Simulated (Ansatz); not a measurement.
Wavefunction ladder for BrClH2Sn (`[Cl][SnH2][Br]`)

Cartesian coordinates in Å:
```
Cl 1.8300 1.2163 -0.2399
Sn -0.1922 0.1071 -0.0019
Br 0.3255 -2.2897 0.2466
H -1.0601 0.3167 -1.4440
H -0.9033 0.6495 1.4391
```

Charge 0, multiplicity 1. Correlated methods include outer-core shells of Br, Sn, which these sets cover unevenly. Scalar relativity is left out up to krypton. Sn: def2 effective core potential. The geometry is a stationary point of PBE0-D4/def2-TZVP. Frozen core, restricted reference, Ansatz.

| basis | HF (Eh) | MP2 corr. |
| --- | --- | --- |
| def2-SVP | -3246.04704 | -0.47080 |
| def2-TZVPP | -3246.53408 | -0.78469 |
| def2-QZVPP | -3246.59886 | -1.33672 |

Q: Estimate the CCSD correlation energy and the (T) correction in each basis where they were run (hartree).

A: 
```tsv
basis	CCSD corr.	(T)
def2-SVP	-0.49929	-0.01101
def2-TZVPP	-0.80771	-0.02731
```
